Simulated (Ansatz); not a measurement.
**Question.** Name a neutral molecule of C, Cl, Se and H with size of the dipole moment (PBE/def2-TZVPP) between 1.25 and 1.55 D and LUMO energy (B3LYP/def2-TZVPP) between -3.25 and -2.95 eV (Ansatz, PBE0-D4/def2-TZVP geometry).

**Answer.** `ClCC=[Se]` (1.30 D, -3.11 eV). Other molecules can fit too; these were computed, each in one conformer that needn't be the lowest.

B3LYP here is the variant with VWN-RPA as its local correlation; programs differ in this.
